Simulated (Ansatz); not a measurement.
`C#[C][GaH][CH3]` + HCl → `C#[C][GaH][Cl]` + CH₄ at 400 K and 1 bar (ligand exchange at a Ga–C bond).

Computed with Ansatz on PBE0-D4/def2-TZVP structures; ΔE is electronic, products minus reactants. CCSD(T)/CBS adds triple-zeta CCSD(T) − MP2 to the extrapolated MP2 energy (def2 sets, frozen cores). This one scheme is used for every species. For Ga outer-core shells are correlated without core-valence functions, which leaves a few kJ/mol of doubt a bond. Scalar relativity is left out up to krypton.

```
          species  CCSD(T)/CBS energy (Eh)  H − E (kJ/mol)  S (J/(mol·K))
`C#[C][GaH][CH3]`              -2041.04465           190.6          377.5
              HCl               -460.38127            29.6          195.4
 `C#[C][GaH][Cl]`              -2461.01543            96.6          351.7
              CH₄                -40.46206           131.3          197.2
```

H − E and S are ideal-gas, rigid-rotor, harmonic terms from PBE0-D4/def2-TZVP. 1 Eh = 2625.50 kJ/mol, R = 8.31446 J/(mol·K).

Problem. By hand: ΔE, ΔH, ΔS and ΔG.

Solution. ΔE = (-2461.01543) + (-40.46206) − (-2041.04465) − (-460.38127) = -0.05157 Eh = -135.4 kJ/mol. Δ(H − E) = 96.6 + 131.3 − 190.6 − 29.6 = 7.7, so ΔH = -127.7 kJ/mol. ΔS = 351.7 + 197.2 − 377.5 − 195.4 = -24.0 J/(mol·K). ΔG = -127.7 − 400 × (-24.0)/1000 = -118.1 kJ/mol.

Problem. By hand: the equilibrium constant, and the temperature at which ΔG would vanish if ΔH and ΔS stayed fixed.

Solution. log₁₀ K = −ΔG/(RT ln 10) = 15.4. ΔG = 0 at ΔH/ΔS = 5321 K, far beyond where these terms or the molecules hold.

ΔH outweighs TΔS. A doubt of 5 kJ/mol in ΔE shifts log₁₀ K by 0.7 here. Modes under 60 cm⁻¹, often nearly free rotors, make the harmonic entropy too high. These are equilibria of isolated gas molecules and say nothing of rates. Largest T1 diagnostic: 0.013 (customary marks: 0.02 for closed shells, 0.045 for open ones).
